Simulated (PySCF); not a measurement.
**Which determinant of CsH lies lowest?**

Unrestricted PBE0; PySCF, spin-free X2C with a Gaussian nucleus, basis sets Cs x2c-TZVPall, H x2c-TZVPall. Outer shells of the fragments: Cs 6s1; H 1s1.

Followed along the bond (rough minima from three points):

| 2Ms+1 | unpaired | ⟨S²⟩ at the start | R at minimum (Å) | Te (eV) |
| --- | --- | --- | --- | --- |
| 1 | none | 0.00 | 2.48 | 0.00 |
| 3 | σ ↑↑ | 2.00 | none in the scan | ≤ 2.02 |

Solutions found at the starting distance of 2.525 Å, counted from the lowest of them; the search is not exhaustive and high or unbound solutions are not listed, so other states can lie among these:

| 2Ms+1 | unpaired | term | E (eV) | ⟨S²⟩ | ⟨Lz²⟩ | μ (D) |
| --- | --- | --- | --- | --- | --- | --- |
| 1 | none | ¹Σ⁺ | 0.00 | 0.00 | 0.00 | -8.07 |
| 3 | σ ↑↑ | ³Σ⁺ | 2.12 | 2.00 | 0.00 | 2.17 |
| 3 | σ ↑, π ↑ | ³Π | 3.09 | 2.00 | 1.00 | -4.33 |
| 1 | σ ↑, π ↓ | mixed | 3.13 | 1.00 | 1.00 | -2.80 |
| 3 | σ ↑, δ ↑ | ³Δ | 3.45 | 2.00 | 4.00 | 0.12 |
| 1 | σ ↑, δ ↓ | mixed | 3.45 | 1.00 | 4.00 | 0.12 |

A term symbol is given only where ⟨S²⟩ and ⟨Lz²⟩ are close to those of a pure state; real π, δ and φ orbitals otherwise mix terms. A positive dipole means Cs(−)H(+).

Spin–orbit coupling is left out. Counting both spins, an empty level lies below a filled one in some of these solutions, because spin and occupation are held.
